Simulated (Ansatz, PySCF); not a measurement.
Se(SeH)(OSiH3) (H4OSe2Si), SMILES O([SiH3])[Se][SeH]. Atoms are numbered in the order given.

```xyz
8

Se    -0.4043     0.3151     0.7817
Se     1.1498     1.0347    -0.7545
H      2.3467     0.8559     0.0941
O     -0.4142    -1.4851     0.5599
Si    -1.2981    -2.1489    -0.7134
H     -2.7447    -1.7983    -0.5902
H     -1.1098    -3.6220    -0.6060
H     -0.7848    -1.6560    -2.0261
```
Charge 0, spin multiplicity 1.

Coordinates come from a PBE0-D3(BJ)/def2-SVP optimisation. The structure was generated by enumeration, and PubChem lists no compound with its InChIKey, so it may never have been made. Other conformers were not sampled.

Two levels are set side by side: PBE-D3(BJ)/def2-SVP (Ansatz, an electronic-structure program) and PBE0-D3(BJ)/def2-SVP (Ansatz). Each level has its own optimised geometry; the coordinates shown are those of the second. Frequencies come from the Hessian of PySCF at each geometry. Differences are taken from unrounded values.

```tsv
quantity	PBE0-D3(BJ)	PBE-D3(BJ)	PBE-D3(BJ) minus PBE0-D3(BJ)
mean bond length (Å)	1.679	1.698	0.019
bond Se1–Se2 (Å)	2.301	2.322	0.021
bond Se1–O4 (Å)	1.814	1.852	0.038
bond O4–Si5 (Å)	1.686	1.705	0.019
bond Se2–H3 (Å)	1.478	1.496	0.018
bond Si5–H6 (Å)	1.494	1.505	0.011
bond Si5–H7 (Å)	1.489	1.501	0.012
bond Si5–H8 (Å)	1.493	1.505	0.011
highest harmonic wavenumber (cm⁻¹)	2401	2278	-122
mean harmonic wavenumber (cm⁻¹)	931	893	-38
zero-point energy (kcal/mol)	23.96	22.98	-0.98
```

GGA bonds tend to be longer and softer than those of functionals with exact exchange. Differences between two approximate levels are no errors against the true value.
